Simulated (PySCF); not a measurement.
CH4Cl2OSi2, SMILES Cl[Si]1(Cl)CO[SiH2]1. Atoms are numbered in the order given.

```xyz
10

Cl     1.4984     0.1124     1.6725
Si     0.2951    -0.0152     0.0000
Cl     1.4984     0.1124    -1.6725
C     -0.9233    -1.4969     0.0000
O     -2.1560    -0.7678     0.0000
Si    -1.8465     0.9014     0.0000
H     -0.8487    -2.1389    -0.8943
H     -0.8487    -2.1389     0.8943
H     -2.3700     1.5876     1.2167
H     -2.3700     1.5876    -1.2167
```

The structure is a stationary point at PBE0-D3(BJ)/def2-SVP. The structure was generated by enumeration, and PubChem lists no compound with its InChIKey, so it may never have been made.

Level of theory: B3LYP/pcSseg-1 in PySCF.

GIAO shieldings, no solvent; atoms alike by connectivity are averaged. δ = σ(ref) − σ: ³⁵Cl against HCl (σ = 933.3 ppm); ²⁹Si against TMS (σ = 338.7 ppm); ¹³C against TMS (σ = 181.3 ppm); ¹⁷O against H2O (σ = 333.8 ppm); ¹H against TMS (σ = 31.68 ppm), references at their B3LYP-D3(BJ)/def2-TZVP geometries, non-relativistic (without spin–orbit terms, shifts of atoms bonded to Cl or Br come out too high).

| nucleus | atoms | count | δ (ppm) |
|---|---|---|---|
| ³⁵Cl | Cl1, Cl3 | 2 | 109.4 |
| ²⁹Si | Si2 | 1 | 64.8 |
| ²⁹Si | Si6 | 1 | 33.5 |
| ¹³C | C4 | 1 | 89.4 |
| ¹⁷O | O5 | 1 | 40.6 |
| ¹H | H9, H10 | 2 | 5.94 |
| ¹H | H7, H8 | 2 | 5.08 |
